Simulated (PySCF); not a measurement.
Electron correlation in Pd (palladium, neutral)

[Kr] 4d9 5s1, high-spin 3D determinant (an excited configuration). Computed with PySCF 2.14 in x2c-TZVPPall with one added diffuse shell each of s, p, d, f type (9s7p7d3f1g, 95 functions), with the spin-free X2C one-electron Hamiltonian (Gaussian nucleus). Frozen: [Ar] 3d10; 18 electrons correlated.

| level | correlation energy (mhartree) |
| --- | --- |
| CCSD | -593.01 |
| (T) | -19.31 |
| CCSD(T) | -612.32 |

Diagnostics: T1 = 0.016, D1 = 0.0804, largest double amplitude 0.021.

Task: Is a single reference adequate?

Result: Yes, within this model without spin-orbit coupling: T1 lies below 0.03 and no double amplitude reaches 0.07.

This basis was not built for core-valence correlation, so the inner-shell part is incomplete.
